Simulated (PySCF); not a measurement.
Bonds: Ta1-O2 1.736 Å, Ta1-F3 1.932 Å, Ta1-F4 1.932 Å, Ta1-F5 1.932 Å, Ta1-F6 1.932 Å.

Total charge -1.

Geometry: PBE0-D3(BJ)/def2-SVP; GIAO absolute shieldings from PySCF 2.14.0 with density-fitted response routines, gas phase, scalar relativity only through the core potential, averaged over equivalent atoms.

At PBE0/pcSseg-1 (def2-TZVP on Ta) (125 basis functions, 9.4 s wall time (6.6 s CPU) on 1 thread of an x86-64 server CPU, shared host):
```tsv
atoms	σ (ppm)
O2	-366.8
F3/F4/F5/F6	165.6
```

Task: Predict the values at B3LYP/pcSseg-1 (def2-TZVP on Ta) on the same geometry.

Result: 
```tsv
atoms	σ at B3LYP/pcSseg-1 (def2-TZVP on Ta)	change
O2	-368.7	-1.9
F3/F4/F5/F6	157.5	-8.1
```

The largest change is at F3/F4/F5/F6 (fluorine bonded to Ta). Cost: 125 basis functions, 9.9 s wall time (7 s CPU) on 1 thread of an x86-64 server CPU, shared host.

Ta is described by an effective core potential, so it has no shielding of its own here; spin–orbit effects on the atoms bonded to it, which can be large, are absent, and the values of these neighbours are rough.
